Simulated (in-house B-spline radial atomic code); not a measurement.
The numbers below are computed, except where a source is named.
## P in an electron gas of r_s = 1.5: phase shifts, screening and friction

A nucleus sits in a uniform electron gas with a rigid positive background. The Kohn-Sham equations are solved self-consistently in the spin-unpolarised LDA (PW92), non-relativistic, on B-splines with outgoing waves at the boundary and partial waves to l = 8. The model has no lattice, no bands and no magnetic solution. Atomic units; δ_l are the phase shifts at the Fermi level, counted so that each bound state adds π, and good to about 0.0005.

The density parameter is r_s = 1.5 bohr.

```tsv
l	δ_l (rad)
0	6.6352
1	4.1957
2	0.6755
3	0.0932
4	0.0231
5	0.0063
6	0.0018
7	0.0005
8	0.0002
```

Bound levels below the band bottom (hartree): s -75.2, s -5.569, p -3.808, s -0.05424.

Q: Check the Friedel sum rule, and say where the screening charge sits.

A: k_F = (9π/4)^(1/3)/r_s = 1.27944. The rule is Z = (2/π) Σ (2l + 1) δ_l. The terms are s 4.224, p 8.013, d 2.150, f 0.415 and 0.198 beyond, in all 15.001 against Z = 15. Bound states hold 6 s, 6 p, 0 d electrons, so the scattering states carry 3.00 in all; where a term is smaller than its bound count, the bound level has drawn weight out of the band.

Q: Find the transport cross section and the electronic stopping of a 2 keV P ion (mass 30.97 u).

A: σ_tr = (4π/k_F²) Σ (l + 1) sin²(δ_l − δ_(l+1)). The terms for l = 0 to 3 are 0.4171, 0.2732, 0.9073, 0.0196, all together 1.6188, so σ_tr = 7.677 × 1.6188 = 12.427 bohr². With n = 3/(4π r_s³) = 0.07074, the friction coefficient is Q = n k_F σ_tr = 1.1247. For v well below v_F = 1.279, dE/dx = Q v; with 24801 eV per u at v = 1, v = √(2000/(24801 × 30.97)) = 0.0510, so dE/dx = 0.05739 hartree/bohr = 29.5 eV/nm. The largest term couples the d and f waves.
